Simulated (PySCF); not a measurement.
Species: C5H11NO3S.
Atom-mapped SMILES: `[CH3:1][C:2](=[O:3])[NH:4][CH2:5][CH2:6][S:7]([CH3:8])(=[O:9])=[O:10]` (hydrogens: H11, H12, H13 on C1; H14 on N4; H15, H16 on C5; H17, H18 on C6; H19, H20, H21 on C8)

Computed geometry: GFN2-xTB, gas phase.

**Question.** List the bond lengths, angles and torsions at this level.

**Answer.** 
```json
{"bond": "C1–C2", "length (Å)": "1.511"}
{"bond": "C2=O3", "length (Å)": "1.213"}
{"bond": "C2–N4", "length (Å)": "1.358"}
{"bond": "N4–C5", "length (Å)": "1.440"}
{"bond": "C5–C6", "length (Å)": "1.521"}
{"bond": "C6–S7", "length (Å)": "1.825"}
{"bond": "S7–C8", "length (Å)": "1.815"}
{"bond": "S7=O9, S7=O10", "length (Å)": "1.439"}
{"bond": "C1–H11, C1–H12, C1–H13", "length (Å)": "1.087"}
{"bond": "N4–H14", "length (Å)": "1.013"}
{"bond": "C5–H15, C5–H16", "length (Å)": "1.096"}
{"bond": "C6–H17, C6–H18", "length (Å)": "1.087"}
{"bond": "C8–H19, C8–H20, C8–H21", "length (Å)": "1.082"}
```

Bonds in one row agree within 0.01 Å and their mean is given. A selection of angles:
```json
{"angle": "C1–C2–O3", "degrees": "124.0"}
{"angle": "C1–C2–N4", "degrees": "113.5"}
{"angle": "O3–C2–N4", "degrees": "122.5"}
{"angle": "C2–N4–C5", "degrees": "121.4"}
{"angle": "N4–C5–C6", "degrees": "111.6"}
{"angle": "C5–C6–S7", "degrees": "111.2"}
{"angle": "C6–S7–C8", "degrees": "104.9"}
{"angle": "C6–S7–O9", "degrees": "109.4"}
{"angle": "C6–S7–O10", "degrees": "108.3"}
{"angle": "C8–S7–O9", "degrees": "107.8"}
{"angle": "O9–S7–O10", "degrees": "117.4"}
{"angle": "H14–N4–C2", "degrees": "120.5"}
{"angle": "H14–N4–C5", "degrees": "115.3"}
```

Dihedral angles: C1–C2–N4–C5 174° (antiperiplanar); C2–N4–C5–C6 -105° (anticlinal); N4–C5–C6–S7 -64° (synclinal); C5–C6–S7–C8 -75° (synclinal). The mirror-image conformer, all signs reversed, is as good.

S7 (sulfonyl sulfur) is distorted tetrahedral (angles from 104.9° to 117.4°). N4 (amide nitrogen) is almost planar (angles 121.4°, 120.5° and 115.3°, sum 357.2°, 0.12 Å off the plane of its three neighbours). The C–N distances run from 1.358 Å (C2–N4, drawn single) to 1.440 Å (N4–C5, drawn single), a spread of 0.082 Å. Of the pairs four or more bonds apart, those above aside, O3···H16 is among the closest relative to their van der Waals radii: 2.29 Å, 84 % of the sum of Bondi's values. H14 on N4 lies 1.96 Å from O9, 5 bonds away (angle at H 132°; Bondi radii sum to 2.72 Å).

Point group: C1 (no symmetry element, even within 0.4 Å). Not checked by GFN2-xTB frequencies. The numbers are those of one conformer.
